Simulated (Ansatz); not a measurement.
Coupled-cluster diagnostics for GeH2Me(NHMe) (C2H9GeN), Ansatz.

Geometry of the singlet (PBE0-D4/def2-SVP):

```xyz
13

Ge    0.584   -0.533   -0.384
H     1.072   -1.620    0.595
H     0.131   -1.233   -1.696
C     1.973    0.774   -0.775
H     2.839    0.288   -1.245
H     2.301    1.265    0.152
H     1.596    1.543   -1.466
N    -0.777    0.354    0.474
C    -1.933   -0.363    0.957
H    -1.025    1.237    0.036
H    -2.628   -0.726    0.171
H    -1.611   -1.248    1.532
H    -2.521    0.262    1.651
```

Correlated methods freeze 12 core orbitals; core or outer-core shells of Ge are correlated, in sets that lack core-valence functions.

(1) Estimate the CCSD(T) correlation energy, the shares of MP2 and (T), T1 and the reference's ⟨S²⟩ for: charge 0, singlet, own geometry in def2-TZVP; and the rough time on 4 threads of Arm Neoverse V1 on a shared host.

## Answers

(1) 
```
                          state      basis  correlation (eV)  MP2 share (%)  (T) share (%)     T1  ⟨S²⟩ (pure)  wall time
charge 0, singlet, own geometry  def2-TZVP           -24.144           91.4            3.5  0.010  0.00 (0.00)       82 s
```
Customary marks for T1 are 0.02 (closed shells), 0.045 (open shells) and about 0.05 (3d metals). T1 stays under 0.02 throughout.
